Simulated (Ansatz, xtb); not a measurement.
**Relative energy of two isomers of C3H7NO2Si**

Structure I is `C[C@H](C#N)O[SiH2]O`, a singlet and structure II is `C=C1CO[Si@H](N)O1`, a singlet. Both are isolated molecules in the gas phase, relaxed with PBE-D3(BJ)/def2-SVP, each in the lowest conformer that the search found.

I (Å):

```csv
atom,x (Å),y (Å),z (Å)
C,-2.8922,-1.5895,1.6508
C,-1.7178,-0.8934,0.9639
C,-2.1743,-0.0683,-0.1826
N,-2.5039,0.5473,-1.1230
O,-0.7976,-1.8715,0.5037
O,0.9224,-0.1262,-0.8146
Si,0.8144,-1.4960,0.1339
H,-3.6368,-0.8518,2.0074
H,-3.3821,-2.2857,0.9435
H,-2.5116,-2.1682,2.5138
H,-1.2331,-0.1917,1.6871
H,1.5727,-1.1398,1.3755
H,1.3038,-2.7551,-0.5107
H,0.3676,-0.1021,-1.6157
```

II (Å):

```yaml
atoms:
  - { symbol: C, position_ang: [1.0723, -1.0743, -1.1166] }
  - { symbol: C, position_ang: [-0.1683, -0.5770, -0.9577] }
  - { symbol: C, position_ang: [-0.5151, 0.8901, -0.6730] }
  - { symbol: N, position_ang: [-3.6315, -0.9998, 0.6622] }
  - { symbol: O, position_ang: [-1.8921, 0.9829, -0.3212] }
  - { symbol: O, position_ang: [-1.2990, -1.3447, -1.0483] }
  - { symbol: Si, position_ang: [-2.7127, -0.4498, -0.6633] }
  - { symbol: H, position_ang: [1.9451, -0.4131, -1.0265] }
  - { symbol: H, position_ang: [1.2277, -2.1372, -1.3461] }
  - { symbol: H, position_ang: [-0.3108, 1.5154, -1.5735] }
  - { symbol: H, position_ang: [0.1096, 1.2894, 0.1548] }
  - { symbol: H, position_ang: [-3.6266, -0.4293, -1.8424] }
  - { symbol: H, position_ang: [-3.2601, -1.0939, 1.6085] }
  - { symbol: H, position_ang: [-4.5382, -1.4506, 0.5395] }
```

Task: Estimate E(II) − E(I) at the level CCSD(T)/def2-SVP + ΔMP2/def2-TZVPP.

Result: Calculated at CCSD(T)/def2-SVP + ΔMP2/def2-TZVPP: E(II) − E(I) = −15.1 kcal/mol, so structure II lies lower.

How the difference moves with the method:

| level | geometry | E(II) − E(I) (kcal/mol) | departure from the last row (kcal/mol) | job, with rough time for the two |
| --- | --- | --- | --- | --- |
| GFN2-xTB | GFN2-xTB | −17.9 | −2.8 | optimisation, 0.21 s |
| HF/STO-3G | GFN2-xTB | −26.3 | −11.2 | single point, 0.28 s |
| r2SCAN-D4/def2-SVP | GFN2-xTB | −22.6 | −7.6 | single point, 3 s |
| PBE-D3(BJ)/def2-SVP | PBE-D3(BJ)/def2-SVP | −20.5 | −5.4 | optimisation, 32 s |
| HF/def2-SVP | PBE-D3(BJ)/def2-SVP | −13.4 | +1.7 | part of the CCSD(T) run |
| MP2/def2-SVP | PBE-D3(BJ)/def2-SVP | −7.0 | +8.1 | part of the CCSD(T) run |
| CCSD(T)/def2-SVP | PBE-D3(BJ)/def2-SVP | −9.0 | +6.1 | single point |
| CCSD(T)/def2-SVP + ΔMP2/def2-TZVPP | PBE-D3(BJ)/def2-SVP | −15.1 |  | single point, 46 s |

As drawn, II has 1 C=C, 1 C–O, 1 N–Si, 2 N–H in place of 1 C–C, 1 C≡N, 1 Si–H, 1 O–H. Structure I has no ring, II a 5-membered ring.

The levels shown agree on the order. The largest departure from CCSD(T)/def2-SVP + ΔMP2/def2-TZVPP is that of HF/STO-3G, 11.2 kcal/mol. The last row adds to CCSD(T) the change of the MP2 difference between the two basis sets, here −6.1 kcal/mol, a large step that makes the value less sure.

With thermal terms from frequencies at re-optimised GFN2-xTB minima (ideal gas, soft modes damped towards free rotors, one conformer each, 298.15 K, 1 atm): on the last row, ΔE + ΔZPE = −12.5, ΔH = −13.3, ΔG = −11.4 kcal/mol.

The correlated steps freeze 11 core orbitals. Codes used: Ansatz 0.2.0, xtb 6.7.1; the last row on 4 threads of Arm Neoverse V2 on a shared host.
